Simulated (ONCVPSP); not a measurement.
# Configuration tests for scandium (Sc) (ONCV)

Sc (Z = 21), optimised norm-conserving Vanderbilt (ONCV), made with ONCVPSP 4.0.1 (PBEsol, scalar-relativistic). Core [Ne], reference 3s2 3p6 3d1 4s2. Waves: 3s+4s: rc 1.85 bohr, ncon 4, nbas 8, qcut 6.6 1/bohr, 2 projectors; 3p: rc 1.15 bohr, ncon 4, nbas 7, qcut 5.7 1/bohr, 2 projectors, debl 0.7 Ha; 3d: rc 2.90 bohr, ncon 4, nbas 8, qcut 5.6 1/bohr, 1 projector. Local part: polynomial inside 0.80 bohr (lpopt 5, dvloc0 2 Ha). Core correction: Teter function, fcfact 3.25, rcfact 1.75.

In the p channel the program set the typed energies aside and used -1.233, 0.250 Ha.

Energies are relative to the spin-unpolarised reference configuration 3s2 3p6 3d1 4s2; without spin polarisation the order of configurations can differ from experiment. Not all tests gave a result: 1 of 4 tests not solved or not reliable.

| valence configuration | charge | ΔE all-electron (eV) | error AE − PS (meV) |
| --- | --- | --- | --- |
| 3s2 3p6 3d1 4s1 | +1 | 6.904 | -0.9 |
| 3s2 3p6 3d1 4s0 | +2 | 19.555 | -16 |
| 3s2 3p5 3d1 4s2 | +1 | 40.101 | -207 |
